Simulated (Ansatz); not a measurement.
```yaml
crystal:
  periodic: [false, false, false]
  atoms:
    - {symbol: P, position_ang: [-1.199293, 1.203737, 1.021548]}
    - {symbol: S, position_ang: [-0.224198, 2.202311, -0.543418]}
    - {symbol: Al, position_ang: [0.165408, 0.031333, -0.651285]}
    - {symbol: C, position_ang: [1.312413, -1.485174, -0.516749]}
    - {symbol: S, position_ang: [-0.119810, -1.755021, -1.761610]}
    - {symbol: H, position_ang: [-0.825659, 1.881499, 2.202659]}
    - {symbol: H, position_ang: [-2.550503, 1.603383, 0.943923]}
    - {symbol: H, position_ang: [1.254026, -2.193773, 0.305852]}
    - {symbol: H, position_ang: [2.276117, -1.534696, -1.017919]}
basis:
  gaussian: {orbitals: pcseg-2}
total_charge: 4
magnetization: {spin_polarized: true, initial_magnetization: 0}
hamiltonian: {xc: {name: SVWN5}}
output: {forces: true}
```

```sh
$ ansatz run in.yaml --threads 4 --pin off --events-out ev --progress --plain --max-ram 10444MiB
```

It prints (some lines left out):

```
Functional definition: SVWN5
  name "SVWN5"
  cite "Dirac, Proc. Camb. Phil. Soc. 26, 376 (1930) doi:10.1017/S0305004100016108"
  cite "Slater, Phys. Rev. 81, 385 (1951) doi:10.1103/PhysRev.81.385"
  cite "Vosko, Wilk & Nusair, Can. J. Phys. 58, 1200 (1980) doi:10.1139/p80-159"
  exchange = slater_x
  correlation = vwn5_c
1392 factors; their error is unknown
mean field evaluation 1: about -38386.3363 eV, gradient 9.8e1 eV
mean field evaluation 2: about -37759.7002 eV, gradient 1.9e2 eV
mean field evaluation 4: about -38391.7807 eV, gradient 7.3e1 eV
mean field evaluation 8: about -38430.2597 eV, gradient 4.2e1 eV
mean field evaluation 16: about -38448.1665 eV, gradient 8.9e-2 eV
mean field evaluation 32: about -38448.1189 eV, gradient 2.8e-1 eV
mean field -38448.59780231 eV, -1412.9599078394 hartree, gradient 2.5e-5 eV, S^2 1.628971; 11 other end points of the search recorded, 0 dependent functions left out
the calculation of the forces begins
reference -38448.59785075 eV, -1412.9599096192 hartree; 33, 33 occupied and 189, 189 virtual orbitals, 1392 factors
Total energy: -38448.59785075 eV, -1412.9599096192 hartree
Atom 0 at    -1.199293     1.203737     1.021548 Å, force    -0.513280     1.318173     0.457193 eV/Å
Atom 1 at    -0.224198     2.202311    -0.543418 Å, force    -0.102887     1.130901    -0.075123 eV/Å
Atom 2 at     0.165408     0.031333    -0.651285 Å, force     0.051624     2.317892     0.204695 eV/Å
Atom 3 at     1.312413    -1.485174    -0.516749 Å, force    -1.919981    -2.467420    -2.721824 eV/Å
Atom 4 at    -0.119810    -1.755021    -1.761610 Å, force     1.617474    -1.979743     0.173956 eV/Å
Atom 5 at    -0.825659     1.881499     2.202659 Å, force     0.897730     0.187000     1.410121 eV/Å
Atom 6 at    -2.550503     1.603383     0.943923 Å, force    -1.623164    -0.183461    -0.411699 eV/Å
Atom 7 at     1.254026    -2.193773     0.305852 Å, force    -0.090915    -0.730845     1.606227 eV/Å
Atom 8 at     2.276117    -1.534696    -1.017919 Å, force     1.683401     0.407503    -0.643546 eV/Å
Dipole moment:     0.023136    -0.177973     0.592996 e Å
```

In this input the charge is far from anything that the molecule holds. The calculation finished and met its thresholds. The result belongs to that input, not to the molecule as meant.
